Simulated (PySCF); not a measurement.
# Cl (chlorine, neutral) across methods

[Ne] 3s1 3p6, 2S determinant (an excited configuration). All numbers are calculated (PySCF 2.14, scalar relativity by spin-free X2C-1e, in x2c-QZVPPall (9s6p4d2f1g, 70 functions)).

```tsv
method	E (hartree)	mean ε 3s α (eV)	mean ε 3p α (eV)	mean ε 3p β (eV)	Σ⟨r²⟩ (bohr²)	⟨S²⟩
PBE0	-460.9553	-24.794	-11.296	-9.714	28.24	0.756
wB97X	-461.1037	-27.574	-13.804	-12.142	28.19	0.755
PBE	-460.9527	-21.932	-9.612	-8.617	28.28	0.753
r2SCANh	-461.0671	-24.098	-10.756	-9.213	28.23	0.759
MN15	-461.2616	-24.516	-11.803	-10.595	28.07	0.752
LDA	-459.6368	-21.885	-9.679	-8.756	28.34	0.753
UHF	-460.33077	-32.701	-15.661	-11.797	28.88	0.780
r2SCAN	-461.0771	-23.109	-10.148	-8.805	28.20	0.757
r2SCAN0	-461.0523	-25.584	-11.669	-9.821	28.27	0.760
```
